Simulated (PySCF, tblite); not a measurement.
Isomers of C6H8P2, one GFN2-xTB conformer each. Single-point energies are computed at PBE0/pcSseg-1 (PySCF, gas phase, no added dispersion term), electronic only.

Question: Rank them by PBE0/pcSseg-1 energy, lowest first (kcal/mol).
A. `[CH2:1]=[CH:2][c:3]1[cH:4][cH:5][p:6]([PH2:7])[cH:8]1` with C1–C2–C3–C4 -7°, C5–P6–P7–H 180° and 88°
B. `Cc1pccpc1C`
C. `CC1=CC(C)=PC=P1`

Answer: C (0.0), B (2.9), A (22.2).

GFN2-xTB itself gives, in the same order: 0.2, 0.0, 7.2. GFN2-xTB puts Cc1pccpc1C lowest instead; measured from each level's own lowest isomer, the values differ by up to 15.0 kcal/mol (C=Cc1ccp(P)c1: 7.2 against 22.2).

Question: Which frontier levels, dipoles and rotational constants go with these structures?

Answer: 
```json
{"SMILES": "Cc1cc(C)pcp1", "HOMO (eV, PBE0/pcSseg-1)": "-6.85", "LUMO (eV)": "-1.79", "dipole (D)": "2.27", "A, B, C (MHz)": "2183, 1307, 825.9"}
{"SMILES": "Cc1pccpc1C", "HOMO (eV, PBE0/pcSseg-1)": "-6.81", "LUMO (eV)": "-2.21", "dipole (D)": "1.04", "A, B, C (MHz)": "1756, 1729, 880.8"}
{"SMILES": "C=Cc1ccp(P)c1", "HOMO (eV, PBE0/pcSseg-1)": "-6.49", "LUMO (eV)": "-1.64", "dipole (D)": "0.21", "A, B, C (MHz)": "3473, 815.0, 769.3"}
```

Question: What happens when harmonic zero-point energies from GFN2-xTB frequencies are added?

Answer: 
```tsv
SMILES	ZPE (kcal/mol)	electronic (kcal/mol)	with ZPE (kcal/mol)
Cc1cc(C)pcp1	75.5	0.0	0.0
Cc1pccpc1C	75.8	2.9	3.2
C=Cc1ccp(P)c1	71.8	22.2	18.5
```

The zero-point energies span 4.0 kcal/mol. The order is unchanged.
